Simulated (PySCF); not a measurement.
# Dipole response of Pt (platinum, neutral)

[Xe] 4f14 5d9 6s1, high-spin 3D determinant. Calculation: PySCF 2.14, in def2-QZVPPD with the def2 core potential (60 electrons); scalar relativity through the core potential. Coupled (time-dependent) response in atomic units; α is the mean over directions.

```
method  mean α (bohr³)         α xx, yy, zz  C₆ (like pair)  S(−4)
PBEsol           38.24  38.11, 38.11, 38.51           369.5  592.2
 TPSSh           39.97  39.43, 39.43, 41.04           385.5  684.7
```

S(−4) is the Cauchy moment in α(ω) = α(0) + S(−4) ω² + …

Reference α: 48 ± 4 bohr³ (recommended; Schwerdtfeger and Nagle, table of static dipole polarizabilities (2023 update)). Published C₆: 470.0 (Gould and Bucko (2016)).

Spin-orbit coupling is absent.

α(iu) at TPSSh:

```json
{"u (hartree)": "0", "α(iu) (bohr³)": "39.97"}
{"u (hartree)": "0.0500", "α(iu) (bohr³)": "38.36"}
{"u (hartree)": "0.100", "α(iu) (bohr³)": "34.47"}
{"u (hartree)": "0.200", "α(iu) (bohr³)": "25.86"}
{"u (hartree)": "0.300", "α(iu) (bohr³)": "19.67"}
{"u (hartree)": "0.500", "α(iu) (bohr³)": "12.80"}
{"u (hartree)": "0.750", "α(iu) (bohr³)": "8.639"}
{"u (hartree)": "1.00", "α(iu) (bohr³)": "6.354"}
{"u (hartree)": "1.50", "α(iu) (bohr³)": "3.928"}
{"u (hartree)": "2.00", "α(iu) (bohr³)": "2.683"}
{"u (hartree)": "3.00", "α(iu) (bohr³)": "1.476"}
{"u (hartree)": "5.00", "α(iu) (bohr³)": "0.6326"}
```

The components differ because the open shell of this determinant is not spherical; for a pure term their mean is the scalar polarisability.

Energies and moments cover only the electrons outside the core potential. Spin-orbit coupling, absent here, splits the open shell strongly.
